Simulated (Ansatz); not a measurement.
Ideal-gas functions of B$_{2}$F$_{4}$H$_{2}$ (`F[B@H-]1[F+][B@H-](F)[F+]1`) at 600 K and 1 bar, from an Ansatz frequency run at PBE0-D4/def2-TZVP.

Molar mass 99.63 g/mol, point group C2h (symmetry number 2), electronic degeneracy 1, moments of inertia 56.628, 201.224, 230.573 u Å². Harmonic wavenumbers (cm⁻¹, unscaled): 82, 241, 266, 350, 423, 537, 625, 697, 738, 813, 991, 1079, 1079, 1089, 1296, 1325, 2715, 2715.

Use S(trans) = R[1.5 ln M + 2.5 ln T − 1.1517]; rotational temperatures θ = 24.2544 K / I; S(rot) = R[ln(√π/σ · √(T³/θAθBθC)) + 1.5]; for each mode x = 1.438777 ν̃/T, S = R[x/(eˣ − 1) − ln(1 − e⁻ˣ)] and H = RT x/(eˣ − 1); 1 cm⁻¹ = 0.0119627 kJ/mol; R = 8.31446 J/(mol·K).

Problem. By hand: the entropy, in J/(mol·K).

Solution. Translation 180.8. Rotation: θ = 0.4283, 0.1205, 0.1052 K, giving 112.9. Vibration, mode by mode: 21.85, 12.99, 12.19, 10.01, 8.54, 6.76, 5.69, 4.95, 4.58, 3.97, 2.83, 2.40, 2.40, 2.35, 1.59, 1.50, 0.09, 0.09, in all 104.8. Electronic 0.0. Sum 398.5 J/(mol·K).

Problem. By hand: H − E and G − E in kJ/mol, counted from the electronic energy.

Solution. Zero-point energy ½ × 17061 × 0.0119627 = 102.0; thermal vibration 33.6; translation, rotation and pV give 4 RT = 20.0. H − E = 155.6 kJ/mol, and G − E = 155.6 − 600 × 398.5/1000 = -83.5 kJ/mol.

Vibration gives 26 % of the entropy, 21.9 J/(mol·K) of it from the mode under 150 cm⁻¹: soft modes count most, and the harmonic formula is weakest for them.
